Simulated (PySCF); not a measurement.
Ta(O)(OH)(NH2)2 (H₅N₂O₂Ta), SMILES [Ta]([NH2])(=[O])([NH2])[OH], multiplicity 1.

Geometry optimised at PBE-D3(BJ)/def2-SVP. The spin state was assumed, not searched. The structure was generated by enumeration; whether it is a known compound was not checked. The def2 effective core potentials stand for the cores of Ta; spin–orbit coupling is left out. One conformer was computed; it need not be the lowest.

Computed with PySCF 2.14.0 with PBE-D3(BJ)/def2-SVP.

Frequencies are harmonic and unscaled.

```tsv
mode	ν (cm⁻¹)	IR (km/mol)	moving atoms (share of kinetic energy)
1	163	2.6	H 39 %, O 38 %, N 13 %, Ta 10 %
2	166	8.3	O 41 %, H 23 %, N 23 %, Ta 13 %
3	174	2.8	H 38 %, O 37 %, N 24 %
4	175	0.1	N 42 %, H 26 %, O 21 %, Ta 12 %
5	189	5.4	N 46 %, O 32 %, H 21 %
6	275	49.7	H 75 %, O 19 %
7	313	55.5	H 65 %, O 29 %
8	359	6.0	H 87 %, O 11 %
9	416	122.7	H 80 %, N 19 %
10	457	283.0	H 78 %, N 21 %
11	481	101.9	H 72 %, O 25 %
12	550	0.1	H 78 %, N 21 %
13	568	13.5	H 76 %, N 19 %
14	647	129.5	N 71 %, H 15 %, Ta 13 %
15	658	44.2	N 79 %, H 14 %
16	682	78.6	O 74 %, H 15 %, Ta 10 %
17	957	116.9	O 91 %, Ta 9 %
18	1463	32.3	H 90 %, N 10 %
19	1465	22.1	H 90 %, N 10 %
20	3469	78.9	H 96 %
21	3471	35.4	H 96 %
22	3564	9.2	H 92 %, N 8 %
23	3564	52.1	H 92 %, N 8 %
24	3796	175.1	H 94 %
```
